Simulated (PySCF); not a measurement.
## Correlation energy of Rh (rhodium, neutral)

[Kr] 4d8 5p1, one real determinant (an excited configuration). Calculation: PySCF 2.14, in def2-QZVPP with one added diffuse shell each of s, p, d, f, g type with the def2 core potential (28 electrons) (8s6p5d5f3g, 113 functions); a scalar-relativistic core potential. Frozen: nothing; 17 electrons correlated.

MP2 pair energies summed by pair of shells (mhartree):

```
 pair   energy  share (%)
4d-4d  -229.00       40.2
4p-4d  -191.00       33.5
4p-4p   -63.43       11.1
4s-4d   -32.59        5.7
4s-4p   -31.76        5.6
4d-5p   -15.06        2.6
4s-4s    -5.28        0.9
4p-5p    -1.85        0.3
4s-5p    -0.14        0.0
```

Total MP2 correlation energy: -570.10 mhartree.

Same-spin part -177.29 and opposite-spin part -392.81 mhartree; SCS-MP2 scales them by 1/3 and 6/5 to -530.47 mhartree.

The reference is one real determinant that mixes LS terms of this configuration.

The basis has no tight functions for the innermost shells, so their pair energies are far from complete.

This basis was not built for core-valence correlation, so the inner-shell part is incomplete.
